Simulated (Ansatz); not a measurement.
Input for Ansatz (development build ahead of 0.2.0):

```yaml
crystal:
  periodic: [false, false, false]
  atoms:
    - { symbol: C, position_ang: [0.0, 0.0, 0.0] }
    - { symbol: C, position_ang: [1.21244, 0.7, 0.0] }
    - { symbol: C, position_ang: [2.42487, 0.0, 0.0] }
    - { symbol: C, position_ang: [3.63731, 0.7, 0.0] }
    - { symbol: C, position_ang: [4.84974, 0.0, 0.0] }
    - { symbol: C, position_ang: [6.06218, 0.7, 0.0] }
    - { symbol: C, position_ang: [7.27461, 0.0, 0.0] }
    - { symbol: H, position_ang: [0.0, -1.09, 0.0] }
    - { symbol: H, position_ang: [-0.94397, 0.545, 0.0] }
    - { symbol: H, position_ang: [1.21244, 1.79, 0.0] }
    - { symbol: H, position_ang: [2.42487, -1.09, 0.0] }
    - { symbol: H, position_ang: [3.63731, 1.79, 0.0] }
    - { symbol: H, position_ang: [4.84974, -1.09, 0.0] }
    - { symbol: H, position_ang: [6.06218, 1.79, 0.0] }
    - { symbol: H, position_ang: [8.21858, 0.545, 0.0] }
    - { symbol: H, position_ang: [7.27461, -1.09, 0.0] }
basis:
  gaussian: { orbitals: def2-TZVP }
magnetization:
  spin_polarized: true
  initial_magnetization: 1
hamiltonian:
  xc: pbe0
```

The input is written out in the form of the current development build from the run's settings.

Output:

```
Converged                       : yes
Total energy                    : -271.83176 hartree
Spin squared of the determinant : 0.863
Stability test                  : minimum
```

Caution: the unrestricted determinant is spin contaminated.
